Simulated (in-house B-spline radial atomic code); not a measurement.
RPA and G0W0 for Ag-, [Kr] 4d10 5s2, as one setting changes: the share of exact exchange in the PBE hybrid start. A dash marks a level of low quasi-particle weight. Computed with a B-spline radial code for spherical atoms: all electrons, scalar-relativistic (spin-free one-electron X2C), finite nucleus, each spin shell either full or empty, empty states to l = 9 with an (l + 1/2)⁻⁴ tail; G0W0 by contour deformation at full frequency.

The anion's configuration is assumed.

| share of exact exchange in the PBE hybrid start | mean-field level (eV) | G0W0 level (eV) | RPA correlation (Eh) |
| --- | --- | --- | --- |
| 0.5 | -0.102 | - | -3.5444 |
| 0.6 | -0.301 | - | -3.5095 |
| 0.7 | -0.499 | 5s -1.202 | -3.4758 |
| 0.8 | ? | ? | ? |
| 0.9 | ? | ? | ? |
| 1 | -1.082 | 5s -1.243 | -3.3812 |

(1) What belongs in the row for 0.8?

(2) What belongs in the row for 0.9?

Results:

(1) mean-field level (eV): -0.695; G0W0 level (eV): 5s -1.226; RPA correlation (Eh): -3.4432.

(2) mean-field level (eV): -0.890; G0W0 level (eV): 5s -1.239; RPA correlation (Eh): -3.4117.
